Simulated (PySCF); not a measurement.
## Electron correlation in P⁺ (phosphorus, charge +1)

[Ne] 3s2 3p2, high-spin 3P determinant. Computed with PySCF 2.14 in def2-TZVP, with no relativity, point nucleus. Frozen: [Ne]; 4 electrons correlated.

MP2 pair energies summed by pair of shells (mhartree):

```
 pair  energy  share (%)
3s-3p  -37.68       62.1
3s-3s  -16.59       27.4
3p-3p   -6.36       10.5
```

Total MP2 correlation energy: -60.63 mhartree.

Same-spin part -10.21 and opposite-spin part -50.42 mhartree; SCS-MP2 scales them by 1/3 and 6/5 to -63.91 mhartree.

```json
{"level": "CCSD", "correlation energy (mhartree)": "-81.32"}
{"level": "(T)", "correlation energy (mhartree)": "-2.25"}
{"level": "CCSD(T)", "correlation energy (mhartree)": "-83.57"}
```

Diagnostics: T1 = 0.0097, D1 = 0.0251, largest double amplitude 0.103.

Cost of the coupled-cluster step: 0.43 s of wall time on 1 thread of Neoverse-V1 (shared host), for 4 correlated electrons.

Iterations:

```
CC2 = 0
CCSD nocc = (np.int64(3), np.int64(1)), nmo = (32, 32)
frozen orbitals [[0, 1, 2, 3, 4], [0, 1, 2, 3, 4]]
max_cycle = 100
direct = 0
conv_tol = 1e-08
conv_tol_normt = 1e-06
diis_space = 8
diis_start_cycle = 0
Init t2, MP2 energy = -0.0606318420580544
Init E_corr(UCCSD) = -0.0606318420658597
cycle = 1  E_corr(UCCSD) = -0.0747685016009316  dE = -0.0141366595  norm(t1,t2) = 0.0516747
cycle = 2  E_corr(UCCSD) = -0.0787951413078281  dE = -0.00402663971  norm(t1,t2) = 0.0202214
cycle = 3  E_corr(UCCSD) = -0.0813106698239495  dE = -0.00251552852  norm(t1,t2) = 0.00948451
cycle = 4  E_corr(UCCSD) = -0.0813077987998672  dE = 2.87102408e-06  norm(t1,t2) = 0.00178559
cycle = 5  E_corr(UCCSD) = -0.0813247029659836  dE = -1.69041661e-05  norm(t1,t2) = 0.000265148
cycle = 6  E_corr(UCCSD) = -0.0813194657339097  dE = 5.23723207e-06  norm(t1,t2) = 6.18356e-05
cycle = 7  E_corr(UCCSD) = -0.0813221385343024  dE = -2.67280039e-06  norm(t1,t2) = 9.32798e-06
cycle = 8  E_corr(UCCSD) = -0.0813215350437198  dE = 6.03490583e-07  norm(t1,t2) = 2.24873e-06
cycle = 9  E_corr(UCCSD) = -0.0813215205227572  dE = 1.45209626e-08  norm(t1,t2) = 3.70622e-07
cycle = 10  E_corr(UCCSD) = -0.0813215411178254  dE = -2.05950682e-08  norm(t1,t2) = 1.03507e-07
cycle = 11  E_corr(UCCSD) = -0.0813215411367482  dE = -1.89228078e-11  norm(t1,t2) = 5.09961e-08
UCCSD converged
E(UCCSD) = -340.4269848423178  E_corr = -0.08132154113674821
UCCSD(T) correction = -0.00225142930841608
```
